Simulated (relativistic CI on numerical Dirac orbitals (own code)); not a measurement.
## Spin-allowed bands of a d8 ion in a tetrahedral site, by hand

Problem. Take Δ = 5000 cm⁻¹ and B = 570 cm⁻¹ for a d8 ion in a tetrahedral site. Calculate the three spin-allowed bands.

Working.
1. The terms of highest spin are 3F (energy 0) and 3P (15B = 8550 cm⁻¹). Here the F term splits into A2 at +1.2Δ = 6000, T2 at +0.2Δ = 1000 and T1 at −0.6Δ = -3000 cm⁻¹.
2. The two T1 states mix through the element 0.4Δ: H = [[-3000, 2000], [2000, 8550]], with roots ½(H₁₁ + H₂₂) ∓ ½√[(H₂₂ − H₁₁)² + 4H₁₂²] = ½(5550) ∓ ½(12223) = -3337 and 8887 cm⁻¹.
3. The ground term is 3T1 at -3337 cm⁻¹.
4. Bands: 3T2 4337 cm⁻¹ (2306 nm), 3A2 9337 cm⁻¹ (1071 nm), 3T1(P) 12223 cm⁻¹ (818 nm).

Check. Exact diagonalisation of the whole d8 shell with these parameters gives 3T2 4337, 3A2 9337, 3T1 12223 cm⁻¹. The match is exact, since without spin-orbit coupling no other term has this spin. The ratio of the second band to the first, 2.153, depends on Δ/B = 8.8 alone, which is how a Tanabe-Sugano diagram is read.
